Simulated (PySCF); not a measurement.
C3H10N2Si.
Bonds: C1–C2 (double), C2–C3, C3–Si4, Si4–N5, Si4–N6. Hydrogens: H7, H8 on C1; H9 on C2; H10, H11 on C3; H12 on Si4; H13, H14 on N5; H15, H16 on N6.

The geometry is computed with GFN2-xTB (gas phase).

Q: Give the optimised bond lengths and angles.

A: 
| bond | length (Å) | order |
| --- | --- | --- |
| C1=C2 | 1.322 | double |
| C2–C3 | 1.483 | single |
| C3–Si4 | 1.917 | single |
| Si4–N5, Si4–N6 | 1.726 | single |
| C1–H7 | 1.077 | single |
| C1–H8 | 1.078 | single |
| C2–H9 | 1.084 | single |
| C3–H10, C3–H11 | 1.090 | single |
| Si4–H12 | 1.469 | single |
| N5–H13 and 3 like bonds | 1.007 | single |

Bonds in one row agree within 0.01 Å and their mean is given. Orders are formal, as drawn. A selection of angles:
| angle | degrees |
| --- | --- |
| C2–C1–H7 | 122.3 |
| C2–C1–H8 | 121.4 |
| H7–C1–H8 | 116.3 |
| C1–C2–C3 | 125.0 |
| C1–C2–H9 | 119.7 |
| C3–C2–H9 | 115.3 |
| C2–C3–Si4 | 110.6 |
| C2–C3–H10 | 109.8 |
| Si4–C3–H10 | 109.2 |
| H10–C3–H11 | 107.8 |
| C3–Si4–N5 | 105.2 |
| C3–Si4–N6 | 117.3 |
| C3–Si4–H12 | 108.9 |
| N5–Si4–N6 | 103.5 |
| N5–Si4–H12 | 118.0 |
| N6–Si4–H12 | 104.6 |
| Si4–N5–H13 | 118.0 |
| H13–N5–H14 | 109.5 |

Dihedral angles: C1–C2–C3–Si4 102° (anticlinal); C2–C3–Si4–N5 167° (antiperiplanar). The mirror-image conformer, all signs reversed, is as good.

Si4 (SiH silicon) is distorted tetrahedral (angles from 103.5° to 118.0°). Of the pairs four or more bonds apart, H8···H11 is among the closest relative to their van der Waals radii: 2.46 Å, 102 % of the sum of Bondi's values. N5 (silicon-bound nitrogen) is pyramidal (angles 118.0°, 116.9° and 109.5°, sum 344.4°, 0.27 Å off the plane of its three neighbours). The 2 C–C bonds span 1.322 Å (C1=C2, drawn double) to 1.483 Å (C2–C3, drawn single), a spread of 0.161 Å.

Point group: C1 (no symmetry element, even within 0.4 Å). Not checked by GFN2-xTB frequencies. One conformer, not necessarily the lowest (C1–C2–C3–Si4 102°, C2–C3–Si4–N5 167°, C3–Si4–N5–H 52° and -174°, C3–Si4–N6–H 78° and -58°).
